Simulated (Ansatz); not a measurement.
Single points on GeF₂⁺.

```yaml
crystal:
  periodic: [false, false, false]
  atoms:
    - {symbol: Ge, position_ang: [0.743935, -0.750800, 0.016785]}
    - {symbol: F, position_ang: [-1.084514, -0.331895, -0.118639]}
    - {symbol: F, position_ang: [0.340579, 1.082695, 0.101853]}
basis:
  gaussian: {orbitals: def2-TZVPP, initial_orbitals: start.molden}
total_charge: 1
magnetization: {spin_polarized: true, initial_magnetization: 1}
correlation: {method: ccsd_t}
scf: {omitted_lower_state_checks: [starts, cluster_reference]}
output: {orbitals: {seedname: orbitals}}
```

The file start.molden holds the orbitals of an earlier run on this structure, at another level or in another basis.

```sh
$ ansatz run in.yaml --threads 4 --pin off --events-out ev --progress --plain --max-ram 3916MiB
```

Shortened log:

```
Functional definition: HF
737 factors; integrals over basis functions are off by at most 1.0e-3 eV
mean field evaluation 1: about -61876.4533 eV, gradient 2.2e1 eV
mean field evaluation 2: about -61877.3885 eV, gradient 1.1e0 eV
mean field evaluation 4: about -61877.5929 eV, gradient 2.3e-1 eV
mean field evaluation 8: about -61877.6026 eV, gradient 3.6e-5 eV
mean field -61877.60259950 eV, -2273.9599533862 hartree, gradient 1.6e-6 eV, S^2 0.765701; 0 other end points of the search recorded, 0 dependent functions left out
11 core orbitals not correlated: weight in the atoms' cores, before any rotation towards them, 1.000 or more for the frozen orbitals, at most 0.000 for the correlated occupied ones
reference -61877.60259950 eV, -2273.9599533862 hartree; 14, 13 occupied and 85, 86 virtual orbitals, 737 factors
second order -18.20289706 eV of doubles, -0.00000000 eV of singles
cycle   1  -17.81568471 eV  change    3.9e-1 eV  update   1.5e-1
cycle   2  -18.38865459 eV  change   -5.7e-1 eV  update   5.8e-2
cycle   3  -18.60167784 eV  change   -2.1e-1 eV  update   5.2e-2
cycle   4  -18.65857828 eV  change   -5.7e-2 eV  update   3.6e-2
cycle   5  -18.73425106 eV  change   -7.6e-2 eV  update   2.5e-2
cycle   6  -18.80316457 eV  change   -6.9e-2 eV  update   1.4e-2
cycle   7  -18.80808643 eV  change   -4.9e-3 eV  update   6.4e-3
cycle   8  -18.81842595 eV  change   -1.0e-2 eV  update   4.4e-3
cycle   9  -18.82529505 eV  change   -6.9e-3 eV  update   3.5e-3
cycle  10  -18.81916902 eV  change    6.1e-3 eV  update   2.9e-3
cycle  11  -18.82547650 eV  change   -6.3e-3 eV  update   2.2e-3
cycle  12  -18.82765968 eV  change   -2.2e-3 eV  update   1.2e-3
cycle  13  -18.82685661 eV  change    8.0e-4 eV  update   6.3e-4
cycle  14  -18.82751101 eV  change   -6.5e-4 eV  update   3.7e-4
cycle  15  -18.82786314 eV  change   -3.5e-4 eV  update   1.7e-4
cycle  16  -18.82794424 eV  change   -8.1e-5 eV  update   8.7e-5
cycle  17  -18.82797123 eV  change   -2.7e-5 eV  update   4.1e-5
cycle  18  -18.82791253 eV  change    5.9e-5 eV  update   2.1e-5
cycle  19  -18.82788340 eV  change    2.9e-5 eV  update   1.2e-5
perturbative correction -0.75447057 eV, -0.0277262819 hartree
Total energy: -61897.18495346 eV, -2274.6795916210 hartree
Checks for a lower state left out: starts, cluster_reference
```

Run time 11 s (4 threads of Arm Neoverse V1 on a shared host), peak host memory 0.69 GiB.

As the first input, with `gaussian: {orbitals: def2-TZVP, initial_orbitals: start.molden}`, `hamiltonian: {xc: r2scan, dispersion: d4}`, `scf: {omitted_lower_state_checks: [starts]}` and without the key `correlation` (abridged; 2.2 s):

```
Functional definition: r2SCAN
mean field -61941.36269995 eV, -2276.3030938596 hartree, gradient 2.4e-5 eV, S^2 0.756755
Total energy: -61941.36950110 eV, -2276.3033437971 hartree
Checks for a lower state left out: starts
```

As the first input, with `gaussian: {orbitals: def2-TZVP, initial_orbitals: start.molden}`, `hamiltonian: {xc: {name: wB97X-V}}`, `scf: {omitted_lower_state_checks: [starts]}` and without the key `correlation` (abridged; 4.4 s):

```
Functional definition: wB97X-V
mean field -61936.48440954 eV, -2276.1238199935 hartree, gradient 1.8e-5 eV, S^2 0.758439
Total energy: -61936.48440848 eV, -2276.1238199546 hartree
Checks for a lower state left out: starts
```

The first input with `gaussian: {orbitals: def2-TZVP, initial_orbitals: start.molden}`, `hamiltonian: {xc: pbe0, dispersion: d4}`, `scf: {omitted_lower_state_checks: [starts]}` and without the key `correlation` (abridged; 1.4 s):

```
Functional definition: PBE0
mean field -61931.39033022 eV, -2275.9366160317 hartree, gradient 1.8e-5 eV, S^2 0.758845
Total energy: -61931.41732732 eV, -2275.9376081565 hartree
Checks for a lower state left out: starts
```

As the first input, with `gaussian: {orbitals: def2-TZVP, initial_orbitals: start.molden}`, `hamiltonian: {xc: pbe, dispersion: d4}`, `scf: {omitted_lower_state_checks: [starts]}`, `output: {forces: true, orbitals: {seedname: orbitals}}` and without the key `correlation` (abridged; 1.1 s):

```
Functional definition: PBE
mean field -61930.63319526 eV, -2275.9087918350 hartree, gradient 2.2e-5 eV, S^2 0.753251
Total energy: -61930.66607314 eV, -2275.9100000749 hartree
Atom 0 force     0.005630    -0.013223    -0.000371 eV/Å
Atom 1 force    -0.004160    -0.000630    -0.000413 eV/Å
Atom 2 force    -0.001470     0.013853     0.000783 eV/Å
Dipole moment:     0.433283    -0.437501     0.009762 e Å
Checks for a lower state left out: starts
```

As the first input, with `gaussian: {orbitals: def2-TZVP, initial_orbitals: start.molden}`, `hamiltonian: {xc: {name: PBE-QIDH}}`, `scf: {omitted_lower_state_checks: [starts]}` and without the key `correlation`, `output` (abridged; 2.3 s):

```
Functional definition: PBE-QIDH
mean field -61914.12311954 eV, -2275.3020577431 hartree, gradient 3.2e-6 eV, S^2 0.779140
11 core orbitals not correlated: weight in the atoms' cores, before any rotation towards them, 1.000 or more for the frozen orbitals, at most 0.000 for the correlated occupied ones
second order -21.30384343 eV of doubles, -0.00000000 eV of singles
Total energy: -61921.22440747 eV, -2275.5630252610 hartree
Checks for a lower state left out: starts
```

Geometry: PBE-D4/def2-TZVP.

Correlated methods freeze 11 core orbitals; core or outer-core shells of Ge are correlated, in sets that lack core-valence functions. At CCSD(T)/def2-TZVPP T1 of the charge 1 doublet is large (up to 0.054), so the single-reference result is doubtful. Another isomer (doublet) lies 1.53 eV lower at PBE0-D4/def2-TZVP; other spin states weren't run for this one.
